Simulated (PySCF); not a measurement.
Br, SMILES `[Br]` (charge 0, multiplicity 2)

Calculation: TPSSh-D3(BJ)/def2-TZVP (PySCF).

| Property | Value |
|---|---|
| highest occupied spin orbital | -8.08 eV |
| dipole moment | 0.00 D |
| total energy | -2574.0232 Ha |
| cost | around 5 core-seconds (rough) |

Bonded distances (Å): .
Charge 0, spin multiplicity 2.
